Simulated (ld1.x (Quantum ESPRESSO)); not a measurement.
**Building the ultrasoft potential for Ti (LDA (PZ), scalar-relativistic).**

Ti (Z = 22), ultrasoft, made with ld1.x (Quantum ESPRESSO) 7.5 (LDA (PZ), scalar-relativistic). Core [Ne] 3s2, reference 3p6 3d2 4s1.5 4p0 (charge +0.5). Waves: 4s (bound): rcut 2.32, rcutus 2.72 bohr; 4s channel at 2.7 Ry: rcut 2.32, rcutus 2.72 bohr; 3p (bound): rcut 1.82, rcutus 2.26 bohr; 4p (bound, empty): rcut 1.82, rcutus 2.26 bohr; 3d (bound): rcut 2.56, rcutus 2.86 bohr; 3d channel at -0.25 Ry: rcut 2.56, rcutus 2.86 bohr. Local part: all-electron potential smoothed inside 2.62 bohr (lloc = -1). Core correction: Bessel-smoothed model core inside 1.10 bohr. Augmentation charge: PSQ, radius 1.52 bohr.

- Cutoffs needed: 15 Ry and 25 Ry (the cutoffs (Ry, on a coarse ladder) from which the occupation-weighted sum of valence levels, in a spherical-Bessel basis at the reference potential, stays within 10 and 1 mRy of its value at 400 Ry) The cutoffs count occupied waves only; the empty 4p level needs 25 Ry at the loose tolerance.
- Ghost test: no extra level below or beside the all-electron valence levels (s, p, d, f tested) (spherical-Bessel basis up to 400 Ry, 20 bohr box)
- Configuration tests: test run stopped at test 4 of 9 (negative rho), 1 before it not solved; not counted: 3p6 3d2 4s0 4p0 (solver errors, printed error -657 eV)
- Lowest eigenvalue of the overlap operator: 0.09 (p channel)
- Density cutoff estimated by the generator: 171 Ry
